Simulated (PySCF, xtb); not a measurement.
# CH7B2Si+: where a starting geometry ends

The starting geometry of this gas-phase singlet was built from a drawn formula by distance geometry; its bonds are those of `[BH+][C@H](B)[SiH3]`.

```xyz
11

C    -0.5580   -0.1253   -0.3078
B     0.7422    0.6271    0.2554
B    -0.2046   -0.9176   -1.6137
Si   -2.1009    0.9219   -0.5850
H     1.0589    1.5583    1.0011
H    -0.8655   -0.8671    0.4841
H    -0.2576   -2.0751   -1.5971
H    -0.2270   -0.3437   -2.6562
H    -2.0838    2.0098    0.4029
H    -3.2961    0.1242   -0.4384
H    -2.1022    1.5796   -1.9012
```

Q: Predict what it relaxes into with r2SCAN-D4/def2-SVP.

A: New bonds form, giving a structure with H8 bridging B3 and B2, H11 bridging B3 and Si4, given below by its coordinates. Distances that change by over a tenth: B3–H8 (1.19 → 1.35 Å), Si4–H11 (1.47 → 1.70 Å). Contacts that close: B2–B3 (2.60 → 1.81 Å), B2–H8 (3.22 → 1.38 Å), B3–Si4 (2.84 → 2.15 Å), B3–H11 (3.15 → 1.33 Å).

The energy falls by 2.49 eV over 69 steps:

| step | E − E(last) (eV) |
| --- | --- |
| 1 | 2.486 |
| 9 | 1.048 |
| 16 | 0.917 |
| 24 | 0.486 |
| 31 | 0.477 |
| 39 | 0.450 |
| 46 | 0.418 |
| 54 | 0.301 |
| 61 | 0.045 |
| 69 | 0.000 |

Final geometry (Å):

```xyz
11

C    -1.1623    0.0181   -0.0479
B     0.1386    0.5794   -0.4520
B    -0.9822   -0.1362   -1.6758
Si   -2.6201    0.8949   -0.7481
H     1.2576    0.8495   -0.1476
H    -1.2830   -0.7469    0.7281
H    -0.8428   -1.0799   -2.3984
H     0.0660    0.6997   -1.8287
H    -2.6302    2.3694   -0.8141
H    -3.8856    0.1393   -0.8021
H    -1.8797    0.6513   -2.2634
```

From the same start GFN2-xTB ends elsewhere, differing in B2–H8 (2.13 against 1.38 Å here), B3–Si4 (2.95 against 2.15 Å here), B3–H11 (3.24 against 1.33 Å here).

The end wasn't checked by frequencies. Run with PySCF 2.14.0, 14 min on 2 threads of Intel(R) Xeon(R) Platinum 8259CL CPU @ 2.50GHz (Skylake/Cascade Lake), with other jobs on the host.
